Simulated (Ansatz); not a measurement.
CCSD(T) forces

CH$_{2}$FNSi (SMILES N=C=[SiH]F), closed shell, at a frame of a short PBE0-D4/def2-SVP trajectory.

```
6
angstrom
N 1.7465 -0.1730 -0.6713
C 0.6220 -0.0526 -0.2771
Si -1.2150 0.4496 0.0631
F -2.0133 -0.9809 0.1835
H 2.6597 -0.4864 -0.3290
H -0.6733 0.4422 1.5556
```

Ansatz 0.2.0; basis: def2-TZVPP; cores frozen in the correlated methods.

CCSD(T) forces from the calculation:
```csv
atom,Fx,Fy,Fz (eV/Å)
N1,-0.491,0.057,0.605
C2,1.240,-0.718,-0.222
Si3,-0.130,-0.084,1.149
F4,0.302,0.127,-0.418
H5,-0.747,0.261,-0.332
H6,-0.174,0.358,-0.782
```

Q: Which atom feels the largest CCSD(T) force, and how large is it?

A: C2, 1.45 eV/Å, along (0.86, -0.50, -0.15).

Root-mean-square difference of the force components from those of CCSD(T): PBE-D4 0.377; r2SCAN-D4 0.200; PBE0-D4 0.260; wB97M-V 0.400 eV/Å.

T1 diagnostic: at most 0.021. These are differences at one structure, and CCSD(T) in triple zeta is itself an approximation.

For scale, one of the runs: CCSD(T)/def2-TZVPP forces, 163 basis functions, launched by `ansatz run in.yaml --threads 2 --pin off --events-out ev --progress --plain --max-ram 3481MiB`. The run took 5 min on 2 CPU threads of an Intel Xeon (shared host), with 2.2 GiB of host memory at its peak.
